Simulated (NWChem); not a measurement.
System: AlH$_{3}$S$_{2}$O; SMILES [OH][Al]([SH])[SH]

NWChem input:

```
start job
memory heap 200 mb stack 900 mb global 1100 mb
geometry units angstroms noautoz
  Al     0.406143    -0.072241    -0.008758
  O      2.085082    -0.309585    -0.013087
  H      2.782417     0.346382     0.010910
  S     -0.841570    -1.856883    -0.024234
  H      0.240716    -2.668027    -0.024181
  S     -0.480225     1.922420     0.009325
  H     -1.747110     1.451014     0.022407
end
basis spherical
  * library def2-svp
end
dft
  xc xcamb88 1.00 lyp 0.81 vwn_5 0.19 hfexch 1.00
  cam 0.33 cam_alpha 0.19 cam_beta 0.46
  iterations 150
  vectors input atomic output neutral.movecs
end
task dft energy
charge 1
dft
  odft
  mult 2
  vectors input atomic output cation.movecs
end
task dft energy
```

Structure relaxed at the PBE0/def2-SVP level.

Ions are spin-unrestricted doublets at the neutral geometry; other ion states weren't tried.

Question: Give the results of this calculation. (CAM-B3LYP/def2-SVP, vertical spin-unrestricted ions.) Quantities: vertical ionisation energy, ΔSCF (eV); −ε(HOMO) (eV).

Answer: 
| Item | Value |
|---|---|
| vertical ionisation energy, ΔSCF (eV) | 9.74 |
| −ε(HOMO) (eV) | 8.67 |
